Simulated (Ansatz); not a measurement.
Basis-set extrapolation for C3H8Si2, SMILES `C#C[SiH2][SiH2]C` (PBE0-D4/def2-TZVP geometry, frozen core, Ansatz). Multiplicity 1, RHF reference.

|  | def2-TZVPP | def2-QZVPP |
| --- | --- | --- |
| HF | -696.145522 | -696.168381 |
| MP2 correlation | -0.727649 | -0.776313 |
| CCSD(T) correlation | -0.821406 | not run |

Energies in hartree. Use E(X) = E(∞) + A·exp(−7.88·√X) for Hartree–Fock and E(X) = E(∞) + B·X^(−2.97) for correlation, with X = 3 and 4, and add CCSD(T) minus MP2 of the smaller set to the MP2 limit.

Question: What is the CCSD(T) energy at the basis-set limit?

Answer: HF limit: -696.168381 + (-0.022859) × 0.13774 = -696.17153. MP2 limit: -0.776313 + (-0.048664) × 0.74074 = -0.81236. Higher-order term: -0.821406 − (-0.727649) = -0.09376. Total: -697.07765 hartree, 3.01 eV below CCSD(T)/def2-TZVPP.
